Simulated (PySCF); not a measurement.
BeH4OSSi, SMILES [SiH3][O][Be][SH].

Coordinates come from a PBE-D3(BJ)/def2-SVP optimisation. One conformer was computed; it need not be the lowest.

Level of theory: TDDFT-PBE0/def2-SVPD run with PySCF.

Vertical excitations. The molecule is in vacuum.

Task: Estimate the UV-visible absorptions. (Estimate from the structure and the level; the computed values follow.)

Result: 
```tsv
state	energy (eV)	λ (nm)	f	main pairs
S1	5.75	216	0.040	HOMO→LUMO 85 %
S2	6.06	204	0.011	HOMO→LUMO+1 84 %
S3	6.77	183	0.003	HOMO→LUMO+2 81 %
S4	7.10	175	0.066	HOMO→LUMO+3 77 %
S5	7.18	173	0.015	HOMO−1→LUMO 79 %
S6	7.24	171	0.008	HOMO−2→LUMO 83 %
S7	7.46	166	0.033	HOMO→LUMO+5 59 %, HOMO→LUMO+7 15 %, HOMO→LUMO+2 11 %
S8	7.52	165	0.065	HOMO−3→LUMO 74 %, HOMO−3→LUMO+1 14 %
S9	7.74	160	0.006	HOMO→LUMO+4 91 %
S10	7.79	159	0.000	HOMO−2→LUMO+1 89 %
T1	5.37	231	0	HOMO→LUMO 70 %, HOMO→LUMO+1 19 %
T2	5.83	213	0	HOMO→LUMO+1 69 %, HOMO→LUMO 20 %
T3	6.27	198	0	HOMO→LUMO+3 86 %
T4	6.54	190	0	HOMO→LUMO+2 63 %
```
Triplets are in the Tamm–Dancoff approximation, which puts them higher than full response would, so one can lie above its singlet here.
